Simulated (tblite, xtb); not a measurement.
H2Cl2Si, triplet, at a GFN2-xTB geometry (a higher spin typed on purpose: for a closed-shell molecule this is an excited state). Base run: GFN1-xTB run with xtb.

Input for xtb:
```
$ xtb mol.xyz --gfn 1 --uhf 2 --json

# file mol.xyz
5

Si    -0.00498940    -0.22294650    -0.21586766
Cl     2.17084122    -0.04892192     0.18430714
Cl    -2.17086610     0.18561930     0.04242559
H      0.01953520     0.85956253     0.82312830
H      0.05073932    -0.06216708    -1.65543747
```

Programs used: tblite, xtb; a row that names a program was run with it.

The base run was repeated with changes; each row names its change, and settings that it needs were set with it.

```
change                                                         ΔE vs base (kJ/mol)  dipole (D)  G_solv (kcal/mol)  SCF cycles
-------------------------------------------------------------  -------------------  ----------  -----------------  ----------
base                                                                          0.00        0.73                  -           9
gbsa = methanol                                                              -6.47        0.82              -1.69           9
gbsa = acetonitrile                                                          -5.97        0.81              -1.55           9
acc = 30                                                                      0.00        0.73                  -           7
program = tblite; method = gfn1; option = (--efield, 0,0,0.1)                -0.57           -                  -           -
acc = 0.1                                                                     0.00        0.73                  -          11
acc = 1000                                                                    0.00        0.73                  -           5
etemp = 3000                                                                 -9.79        0.61                  -           9
program = tblite; method = gfn1; option = --grad                              0.00           -                  -           -
program = tblite; method = gfn1; option = (--guess, eeq)                      0.00           -                  -           -
```

ALPB and GBSA are two models with their own fitted parameters for each solvent, which aren't always the measured dielectric constant.
